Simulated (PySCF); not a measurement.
Isomers of C7H9F3O, from PySCF 2.14.0, PBE0-D3(BJ)/def2-SVP geometry optimisation, gas phase. One conformer each, no zero-point energy, no frequencies.

Question: Which isomer lies lowest at this level?
A. `[F:1][CH:2]([F:3])[C@@H:4]1[CH2:5][C@@H:6]2[O:7][C@H:8]1[CH2:9][C@@H:10]2[F:11]` with F1–C2–C4–C5 180°: A = 2260, B = 727.5, C = 670.6 MHz, dipole 1.73 D
B. `[CH2:1]=[CH:2][O:3][C:4](=[CH2:5])[CH2:6][CH2:7][C:8]([F:9])([F:10])[F:11]` with C1–C2–O3–C4 -148°, C2–O3–C4–C5 18°, O3–C4–C6–C7 60°, C4–C6–C7–C8 -175°: A = 2201, B = 471.4, C = 426.5 MHz, dipole 2.44 D
C. `[CH2:1]=[CH:2][C@@H:3]1[O:4][CH2:5][CH2:6][C@@H:7]1[C:8]([F:9])([F:10])[F:11]` with C1–C2–C3–O4 -123°, C2–C3–O4–C5 -87°, C3–O4–C5–C6 -18°, O4–C5–C6–C7 -8°, C5–C6–C7–C8 156°: A = 1487, B = 1012, C = 734.7 MHz, dipole 1.29 D
D. `[F:1][CH2:2][C@@:3]12[CH2:4][CH2:5][C@@H:6]1[C@H:7]2[O:8][CH:9]([F:10])[F:11]` with F1–C2–C3–C4 -51°, C6–C7–O8–C9 167°, C7–O8–C9–F10 169°: A = 1799, B = 721.2, C = 587.1 MHz, dipole 2.83 D

Answer: A. That is `FC(F)[C@@H]1C[C@@H]2O[C@H]1C[C@@H]2F`, 10.2 kcal/mol below the next.

| SMILES | mapped SMILES | E (Eh) | relative (kcal/mol) | relative (kJ/mol) | dipole (D) |
| --- | --- | --- | --- | --- | --- |
| FC(F)[C@@H]1C[C@@H]2O[C@H]1C[C@@H]2F | [F:1][CH:2]([F:3])[C@@H:4]1[CH2:5][C@@H:6]2[O:7][C@H:8]1[CH2:9][C@@H:10]2[F:11] | -645.76508 | 0.0 | 0.0 | 1.73 |
| C=C[C@@H]1OCC[C@@H]1C(F)(F)F | [CH2:1]=[CH:2][C@@H:3]1[O:4][CH2:5][CH2:6][C@@H:7]1[C:8]([F:9])([F:10])[F:11] | -645.74886 | 10.2 | 42.6 | 1.29 |
| C=COC(=C)CCC(F)(F)F | [CH2:1]=[CH:2][O:3][C:4](=[CH2:5])[CH2:6][CH2:7][C:8]([F:9])([F:10])[F:11] | -645.73218 | 20.6 | 86.4 | 2.44 |
| FC[C@@]12CC[C@@H]1[C@H]2OC(F)F | [F:1][CH2:2][C@@:3]12[CH2:4][CH2:5][C@@H:6]1[C@H:7]2[O:8][CH:9]([F:10])[F:11] | -645.70598 | 37.1 | 155.2 | 2.83 |

As drawn, the highest has a three-membered ring, a four-membered ring and a quaternary carbon, which the lowest lacks.
